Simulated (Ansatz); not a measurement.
Coupled-cluster run, CH3Cl2F2NW, SMILES `C[N]=[W]([F])([F])([Cl])[Cl]`.

```yaml
crystal:
  periodic: [false, false, false]
  atoms:
    - {symbol: C, position_ang: [0.498702, -1.720377, -0.036219]}
    - {symbol: N, position_ang: [0.072450, -0.373701, -0.045378]}
    - {symbol: W, position_ang: [-0.420059, 1.253274, -0.032868]}
    - {symbol: F, position_ang: [-2.288757, 1.196944, 0.025174]}
    - {symbol: F, position_ang: [-0.684596, 1.696860, -1.830611]}
    - {symbol: Cl, position_ang: [-0.504322, 1.733299, 2.212274]}
    - {symbol: Cl, position_ang: [1.574118, 2.382733, -0.191828]}
    - {symbol: H, position_ang: [1.539133, -1.780152, -0.367476]}
    - {symbol: H, position_ang: [0.422158, -2.124196, 0.977143]}
    - {symbol: H, position_ang: [-0.125726, -2.315882, -0.707312]}
basis:
  gaussian: {orbitals: def2-SVP}
correlation: {method: ccsd_t}
```

```sh
$ ansatz run in.yaml --threads 4 --pin off --events-out ev --progress --plain --max-ram 11315MiB
```

Log, shortened:

```
Functional definition: HF
1333 factors; integrals over basis functions are off by at most 1.5e-3 eV
mean field evaluation 1: about -34765.4455 eV, gradient 6.8e1 eV
mean field evaluation 2: about -34765.7187 eV, gradient 6.8e1 eV
mean field evaluation 4: about -34775.0483 eV, gradient 1.0e1 eV
mean field evaluation 8: about -34775.2924 eV, gradient 8.0e-1 eV
mean field evaluation 16: about -34775.2954 eV, gradient 1.6e-6 eV
mean field -34775.29538602 eV, -1277.9685338944 hartree, gradient 1.6e-6 eV, S^2 0.000000; 0 other end points of the search recorded, 0 dependent functions left out; unrestricted orbitals would lower it
14 core orbitals not correlated: weight in the atoms' cores, before any rotation towards them, 1.000 or more for the frozen orbitals, at most 0.000 for the correlated occupied ones
reference -34775.29538602 eV, -1277.9685338944 hartree; 27, 27 occupied and 98, 98 virtual orbitals, 1333 factors
second order -36.42515462 eV of doubles, -0.00000000 eV of singles
cycle   1  -34.20140295 eV  change     2.2e0 eV  update   2.6e-1
cycle   2  -35.64319636 eV  change    -1.4e0 eV  update   1.5e-1
cycle   3  -35.97763120 eV  change   -3.3e-1 eV  update   3.5e-2
cycle   4  -35.98954576 eV  change   -1.2e-2 eV  update   1.4e-2
cycle   5  -35.97821877 eV  change    1.1e-2 eV  update   3.8e-3
cycle   6  -35.97923091 eV  change   -1.0e-3 eV  update   1.8e-3
cycle   7  -35.97852759 eV  change    7.0e-4 eV  update   6.8e-4
cycle   8  -35.97832297 eV  change    2.0e-4 eV  update   2.8e-4
cycle   9  -35.97833613 eV  change   -1.3e-5 eV  update   1.2e-4
cycle  10  -35.97846259 eV  change   -1.3e-4 eV  update   6.5e-5
cycle  11  -35.97834292 eV  change    1.2e-4 eV  update   3.7e-5
cycle  12  -35.97832996 eV  change    1.3e-5 eV  update   2.0e-5
perturbative correction -1.39102623 eV, -0.0511192711 hartree
Total energy: -34812.66474221 eV, -1279.3418324044 hartree
```

Hardware: 4 threads of an Arm Neoverse V2 on a shared host. Wall time 44 s, peak host memory 1.2 GiB.

The correlation energy is -37.369 eV, 3.7 % of it from (T); the T1 diagnostic reads 0.0180.
